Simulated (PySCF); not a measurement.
**SMILES C#C/C=C/B(C)CC#N, C$_{7}$H$_{8}$BN**

Molfile (atoms numbered from 1):
```
C7H8BN
     RDKit          3D

 17 16  0  0  0  0  0  0  0  0999 V2000
    3.7683    0.1655    1.6929 C   0  0  0  0  0  0  0  0  0  0  0  0
    2.8153    0.0759    0.9643 C   0  0  0  0  0  0  0  0  0  0  0  0
    1.7077   -0.0205    0.1069 C   0  0  0  0  0  0  0  0  0  0  0  0
    0.4641    0.3746    0.4421 C   0  0  0  0  0  0  0  0  0  0  0  0
   -0.7625    0.2824   -0.4854 B   0  0  0  0  0  0  0  0  0  0  0  0
   -0.6784   -0.2902   -1.9538 C   0  0  0  0  0  0  0  0  0  0  0  0
   -2.1921    0.7800    0.0293 C   0  0  0  0  0  0  0  0  0  0  0  0
   -2.2748    1.0658    1.4322 C   0  0  0  0  0  0  0  0  0  0  0  0
   -2.3288    1.2872    2.5541 N   0  0  0  0  0  0  0  0  0  0  0  0
    4.5970    0.2461    2.3318 H   0  0  0  0  0  0  0  0  0  0  0  0
    1.9158   -0.4417   -0.8696 H   0  0  0  0  0  0  0  0  0  0  0  0
    0.3427    0.7796    1.4421 H   0  0  0  0  0  0  0  0  0  0  0  0
   -0.6381   -1.3800   -1.9171 H   0  0  0  0  0  0  0  0  0  0  0  0
   -1.5367   -0.0304   -2.5698 H   0  0  0  0  0  0  0  0  0  0  0  0
    0.2169    0.0273   -2.4844 H   0  0  0  0  0  0  0  0  0  0  0  0
   -2.9661    0.0449   -0.2131 H   0  0  0  0  0  0  0  0  0  0  0  0
   -2.4573    1.6951   -0.5125 H   0  0  0  0  0  0  0  0  0  0  0  0
  1  2  3  0
  2  3  1  0
  3  4  2  0
  4  5  1  0
  5  6  1  0
  5  7  1  0
  7  8  1  0
  8  9  3  0
  1 10  1  0
  3 11  1  0
  4 12  1  0
  6 13  1  0
  6 14  1  0
  6 15  1  0
  7 16  1  0
  7 17  1  0
M  END
```

Method used: GIAO B3LYP/pcSseg-1 magnetisability, rotational g tensor and spin-rotation constants, non-relativistic, gas phase (PySCF 2.14.0). Geometry: GFN2-xTB.

Problem. Give the nuclear spin-rotation constants along the inertial axes (H = +C I·J) beside the isotropic shieldings.

Solution. Rotational constants 2.2063, 0.8847, 0.6375 GHz. A star marks the isotopologue with that one atom substituted, in its own axes.
| atom | isotope | Caa (kHz) | Cbb (kHz) | Ccc (kHz) | mean (kHz) | σ (ppm) |
| --- | --- | --- | --- | --- | --- | --- |
| B5 | 11B | 1.035 | 0.370 | 0.097 | 0.501 | 25.5 |
| N9 | 14N | 0.505 | 0.019 | 0.142 | 0.222 | -31.5 |
| H10 | 1H | -0.021 | -0.051 | -0.074 | -0.049 | 28.1 |
| H11 | 1H | -0.198 | 0.079 | -0.069 | -0.063 | 24.9 |
| H12 | 1H | -0.189 | 0.106 | -0.075 | -0.053 | 24.0 |
| H13 | 1H | -0.268 | -0.082 | -0.003 | -0.118 | 31.2 |
| H14 | 1H | -0.055 | -0.065 | -0.073 | -0.064 | 31.1 |
| H15 | 1H | -0.099 | -0.071 | -0.052 | -0.074 | 30.7 |
| H16 | 1H | -0.089 | -0.092 | -0.033 | -0.071 | 29.5 |
| H17 | 1H | -0.163 | -0.107 | -0.004 | -0.091 | 29.7 |
| C1 | 13C* | 0.522 | 0.237 | 0.205 | 0.321 | 78.9 |
| C2 | 13C* | 0.303 | 0.212 | 0.248 | 0.255 | 93.2 |
| C3 | 13C* | 0.869 | 0.435 | 0.092 | 0.466 | 35.9 |
| C4 | 13C* | 0.901 | 0.478 | 0.085 | 0.488 | 26.6 |
| C6 | 13C* | 0.347 | 0.114 | 0.071 | 0.177 | 174.6 |
| C7 | 13C* | 0.334 | 0.125 | 0.092 | 0.184 | 165.7 |
| C8 | 13C* | 1.019 | -0.003 | 0.296 | 0.438 | 59.5 |

For the geometry as given, no vibrational averaging.
